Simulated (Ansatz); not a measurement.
Molecule: trichloro(fluoro)germane, sum formula GeCl3F, charge 0, multiplicity 1. 
Structure (B3LYP-D3(BJ)/def2-TZVP (Ansatz, a program for electronic structure) minimum search):
```
Ge
F 1 1.7225
Cl 1 2.1238 2 107.60
Cl 1 2.1238 2 107.60 3 120.00
Cl 1 2.1238 2 107.60 3 -120.00
```

Dipole moments at this geometry, in debye (magnitudes).

```
level               program  dipole (D)
------------------  -------  ----------
BLYP/def2-TZVPD      Ansatz        0.92
B3LYP/def2-TZVPD     Ansatz        0.98
BHLYP/def2-TZVPD     Ansatz        1.04
r2SCANh/def2-TZVPD   Ansatz  (withheld)
HSE06/def2-TZVPD     Ansatz        0.96
CCSD(T)/def2-SVPD    Ansatz  (withheld)
```

What belongs in the gaps?


- r2SCANh/def2-TZVPD, dipole (D): 0.94
- CCSD(T)/def2-SVPD, dipole (D): 1.01
